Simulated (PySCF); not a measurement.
C2H5I, SMILES CCI (connectivity only; charge and spin as stated), charge +1, multiplicity 2. Atoms are numbered in the order given.

```xyz
8

C     -0.4180    -2.4723     0.0000
C      0.6677    -1.4487     0.0000
I     -0.0404     0.6547     0.0000
H     -1.0481    -2.4357     0.8996
H      0.0994    -3.4503     0.0000
H     -1.0481    -2.4357    -0.8996
H      1.3188    -1.4253     0.8939
H      1.3188    -1.4253    -0.8939
```
Charge +1, spin multiplicity 2.

Geometry: r2SCAN-D4/def2-SVP. The multiplicity is an assumed one; other spin states were not compared. The def2 effective core potentials stand for the cores of I; spin–orbit coupling is left out.

All values below come from PySCF with PBE/def2-TZVPD.

Mulliken values depend strongly on the basis, most of all with diffuse functions as here. ESP charges are fitted to the potential on shells at 1.4 to 2.0 van der Waals radii. Atomic charges (e):

| atom | ESP fit | Mulliken | Mulliken spin |
|---|---|---|---|
| C1 | -0.21 | -0.63 | 0.00 |
| C2 | -0.09 | -0.47 | -0.06 |
| I3 | 0.59 | 0.60 | 0.97 |
| H4 | 0.12 | 0.28 | 0.01 |
| H5 | 0.16 | 0.23 | 0.00 |
| H6 | 0.12 | 0.28 | 0.01 |
| H7 | 0.16 | 0.35 | 0.04 |
| H8 | 0.16 | 0.35 | 0.04 |
